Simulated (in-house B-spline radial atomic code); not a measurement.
**Ionising V²⁺ with different functionals**

Computed with a B-spline radial code for spherical atoms: scalar-relativistic (spin-free X2C) Hamiltonian, Fermi nucleus of rms radius 3.6002 fm, spin-polarised at highest spin, spherical fractional occupations for the functionals, the average over the highest-spin determinants for Hartree-Fock. The ionisation energy is the difference of two self-consistent energies, [Ar] 3d3 → [Ar] 3d2, without Breit or QED terms; ε is the level of the shell that loses the electron (its least bound occupied spin orbital).

Hybrids are left out here: with spherical fractional occupations of an open shell their exact exchange keeps a self-interaction that integer-occupation calculations don't have.

```
           method          rung  ΔSCF (eV)  -ε(3d) (eV)
     Hartree-Fock  Hartree-Fock      28.26        29.83
         LDA VWN5           LDA      30.10        22.55
         LDA PW92           LDA      30.09        22.54
LDA exchange-only           LDA      28.76        21.35
              PBE           GGA          ?            ?
           PBEsol           GGA      29.86        22.32
             BLYP           GGA      29.79        22.22
             RPBE           GGA      29.81        22.26
             PW91           GGA      29.98        22.43
             BP86           GGA      29.91        22.38
             AM05           GGA      29.84        22.30
             OLYP           GGA      29.97        22.33
             TPSS      meta-GGA      29.71        22.17
             SCAN      meta-GGA      29.78        22.30
           r2SCAN      meta-GGA          ?            ?
          revTPSS      meta-GGA      29.61        22.08
```

Q: What does r2SCAN give?

A: ΔSCF 29.82 eV, and -ε(3d) = 22.33 eV.

Q: What does PBE give?

A: ΔSCF 29.89 eV, and -ε(3d) = 22.35 eV.

Q: How do they compare with the NIST value?

A: NIST lists 29.311 eV ± 0.0025 (measured, ground level to ground level). Errors run from -1.05 to +0.78 eV; revTPSS is closest (+0.30 eV), but part of that can be cancellation, since the calculations leave out spin-orbit coupling, Breit-QED terms, multiplet and fine-structure energies. Hartree-Fock also lacks correlation.
